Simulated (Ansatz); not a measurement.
Reactions of F₂H₄OSSi₂, SMILES `F[SiH](F)O[SiH2]S`.

Gas-phase electronic energies from Ansatz, PBE0-D4/def2-TZVP geometries. CCSD(T)/CBS is the MP2 limit (def2-TZVPP, def2-QZVPP) plus CCSD(T) − MP2 in def2-TZVPP, frozen cores. This one scheme is used for every species. Functionals use def2-TZVPP. def2 core potentials past Kr. For Ge, Te outer-core shells are correlated without core-valence functions, which leaves a few kJ/mol of doubt a bond. Scalar relativity is left out up to krypton. Each species was taken in one conformer, which may not be the lowest.

| reaction | PBE-D4 (kJ/mol) | ωB97X-V (kJ/mol) | r2SCAN-D4 (kJ/mol) | HF/CBS(def2) (kJ/mol) |
| --- | --- | --- | --- | --- |
| `F[SiH](F)O[SiH2]S` + H₂Te → `S[SiH2][TeH]` + `O[SiH](F)F` | 35 | 54 | 49 | 79 |
| `F[SiH](F)O[SiH2]S` + `O[SiH](O)[SiH3]` → `O[SiH](O)[SiH](F)F` + `[SiH3]O[SiH2]S` | 51 | 50 | 56 | 53 |
| `F[SiH](F)O[SiH2]S` + `[SiH3]S` → `[SiH3]S[SiH2]S` + `O[SiH](F)F` | 29 | 46 | 42 | 79 |
| `F[SiH](F)O[SiH2]S` + `CO[SiH2]S` → `CO[SiH2]S[SiH](F)F` + `O[SiH2]S` | 45 | 60 | 57 | 96 |
| `F[SiH](F)O[SiH2]S` + GeH₄ → `F[SiH](F)[GeH3]` + `O[SiH2]S` | 109 | 132 | 130 | 166 |
| `F[SiH](F)O[SiH2]S` + H₂S → `F[SiH](F)S` + `O[SiH2]S` | 56 | 72 | 69 | 99 |
| `F[SiH](F)O[SiH2]S` + `C=C[SiH2]S` → `C=C[SiH2]S[SiH](F)F` + `O[SiH2]S` | 45 | 61 | 58 | 98 |
| `F[SiH](F)O[SiH2]S` + `[OH][GeH3]` → `F[SiH](F)[O][GeH3]` + `O[SiH2]S` | -9 | -10 | -9 | -7 |
| `F[SiH](F)O[SiH2]S` + ethane → `CC[SiH2]S` + `O[SiH](F)F` | 105 | 117 | 117 | 144 |

Give the CCSD(T)/CBS values in the same order. (An estimate is asked.)

Ansatz gave: 49, 53, 44, 64, 135, 76, 65, -9, 118 kJ/mol.

Largest T1 diagnostic: 0.013, for `O[SiH](O)[SiH3]`.
